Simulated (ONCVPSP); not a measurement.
# manganese, ONCV: configuration errors across variants

manganese (Mn), optimised norm-conserving Vanderbilt (ONCV), made with ONCVPSP 4.0.1 (LDA (Perdew-Wang 92), scalar-relativistic). Core [Ar], reference 3d5 4s2. Waves: 4s: rc 2.25 bohr, ncon 3, nbas 8, qcut 2.4 1/bohr, 1 projector; p scattering state at 0.12 Ha: rc 2.45 bohr, ncon 3, nbas 8, qcut 3.3 1/bohr, 3 projectors, debl 0.9 Ha; 3d: rc 1.75 bohr, ncon 4, nbas 9, qcut 10.1 1/bohr, 2 projectors, debl 1.7 Ha. Local part: polynomial inside 1.50 bohr (lpopt 4, dvloc0 0 Ha). Core correction: Teter function fitted to the true core (icmod 2), fcfact 0.7.

In the p channel the program set the typed energies aside and used 0.050, 0.950, 1.850 Ha.

All-electron excitation energies from the reference (eV): (1) 3d5 4s1 8.647; (2) 3d5 4s0 24.517; (3) 3d4 4s0 57.332; (4) 3d5 4s1 4p1 3.923.

1 further variants failed, have other tests or too few solved ones, and are left out.

Errors AE − PS in meV (a dash: test not solved or not reliable):

```json
{"change": "base", "(1)": "+7.2", "(2)": "+5.6", "(3)": "-111", "(4)": "+1.6", "bound ghosts": "none", "GHOST(+) flags above zero": "s, p"}
{"change": "d: qcut 6.6", "(1)": "+10", "(2)": "+22", "(3)": "-33", "(4)": "+2.3", "bound ghosts": "none", "GHOST(+) flags above zero": "s, p"}
{"change": "d: qcut 9.2", "(1)": "+7.8", "(2)": "+8.9", "(3)": "-98", "(4)": "+1.7", "bound ghosts": "none", "GHOST(+) flags above zero": "s, p"}
{"change": "d: qcut 10.6", "(1)": "+7.0", "(2)": "+4.3", "(3)": "-116", "(4)": "+1.5", "bound ghosts": "none", "GHOST(+) flags above zero": "s, p"}
{"change": "d: qcut 12.5", "(1)": "+6.2", "(2)": "+0.1", "(3)": "-132", "(4)": "+1.3", "bound ghosts": "none", "GHOST(+) flags above zero": "s, p"}
{"change": "d: qcut 15", "(1)": "+1.3", "(2)": "-30", "(3)": "-217", "(4)": "-0.3", "bound ghosts": "none", "GHOST(+) flags above zero": "s, p"}
```

Problem. Give the same row for: d: qcut 8.1.

Solution. +8.7, +13, -78, +1.9; bound ghosts: none; GHOST(+) flags above zero: s, p.
